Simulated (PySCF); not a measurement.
Field gradients from PBE0/pcSseg-1 densities (PySCF, non-relativistic) at GFN2-xTB geometries, isolated species, one conformer each; χzz is the principal value of largest magnitude, with Q(14N) = 0.02044 b, Q(17O) = −0.0256 b. Where η is near 1, a small change in the tensor can flip the sign of χzz. GFN2-xTB bond lengths can be off by several hundredths of an ångström, more for odd bonds, and the gradients follow them. The small basis limits the accuracy of the gradients.

(1) These 14N couplings (χzz in MHz, η) are listed in rising order: (-5.084, 0.11); (-4.608, 0.21); (-4.103, 0.08); (-2.622, 0.18); (-2.103, 0.19); (3.588, 0.86). Assign them to: the nitrogen bonded to C of `N#C[CH-]C(F)(F)F`; N1 (nitrile nitrogen) in `[N:1]#[C:2][c:3]1[cH:4][n:5][n:6]([CH2:7][CH:8]([F:9])[F:10])[cH:11]1`; the pyrrole-type nitrogen of `Cn1cccc1C=O`; the amide nitrogen of `O=CNC1=CCC=C1`; N4 (ring nitrogen) in `[CH3:1][n+:2]1[cH:3][nH:4][cH:5][c:6]1[S:7][C:8]([F:9])([F:10])[F:11]`; the nitrogen bonded to C, P and H of `CC[P+](C)(NC)NC`.

(2) These 17O couplings (χzz in MHz, η) are listed in rising order: (-10.61, 0.12); (9.879, 0.10); (11.66, 0.34); (12.19, 0.99). Assign them to: the ring oxygen of `c1nocc1C1CC1`; the amide oxygen of `O=CNC1=CCC=C1`; the ether oxygen of `COC1(CC#N)C=C1`; the aldehyde oxygen of `Cn1cccc1C=O`.

Results:

(1) -5.084 MHz, η 0.11: the nitrogen bonded to C, P and H of `CC[P+](C)(NC)NC`; -4.608 MHz, η 0.21: N1 (nitrile nitrogen) in `[N:1]#[C:2][c:3]1[cH:4][n:5][n:6]([CH2:7][CH:8]([F:9])[F:10])[cH:11]1`; -4.103 MHz, η 0.08: the amide nitrogen of `O=CNC1=CCC=C1`; -2.622 MHz, η 0.18: the pyrrole-type nitrogen of `Cn1cccc1C=O`; -2.103 MHz, η 0.19: N4 (ring nitrogen) in `[CH3:1][n+:2]1[cH:3][nH:4][cH:5][c:6]1[S:7][C:8]([F:9])([F:10])[F:11]`; 3.588 MHz, η 0.86: the nitrogen bonded to C of `N#C[CH-]C(F)(F)F`.

(2) -10.61 MHz, η 0.12: the ring oxygen of `c1nocc1C1CC1`; 9.879 MHz, η 0.10: the amide oxygen of `O=CNC1=CCC=C1`; 11.66 MHz, η 0.34: the aldehyde oxygen of `Cn1cccc1C=O`; 12.19 MHz, η 0.99: the ether oxygen of `COC1(CC#N)C=C1`.

All sites together:

```tsv
nucleus	site	Vzz (au)	η	χzz (MHz)
14N	the nitrogen bonded to C of N#C[CH-]C(F)(F)F	0.747	0.86	3.588
14N	N1 (nitrile nitrogen) in [N:1]#[C:2][c:3]1[cH:4][n:5][n:6]([CH2:7][CH:8]([F:9])[F:10])[cH:11]1	-0.959	0.21	-4.608
14N	the pyrrole-type nitrogen of Cn1cccc1C=O	-0.546	0.18	-2.622
14N	the amide nitrogen of O=CNC1=CCC=C1	-0.854	0.08	-4.103
14N	N4 (ring nitrogen) in [CH3:1][n+:2]1[cH:3][nH:4][cH:5][c:6]1[S:7][C:8]([F:9])([F:10])[F:11]	-0.438	0.19	-2.103
14N	the nitrogen bonded to C, P and H of CC[P+](C)(NC)NC	-1.059	0.11	-5.084
17O	the ring oxygen of c1nocc1C1CC1	1.764	0.12	-10.61
17O	the amide oxygen of O=CNC1=CCC=C1	-1.642	0.10	9.879
17O	the ether oxygen of COC1(CC#N)C=C1	-2.026	0.99	12.19
17O	the aldehyde oxygen of Cn1cccc1C=O	-1.938	0.34	11.66
```
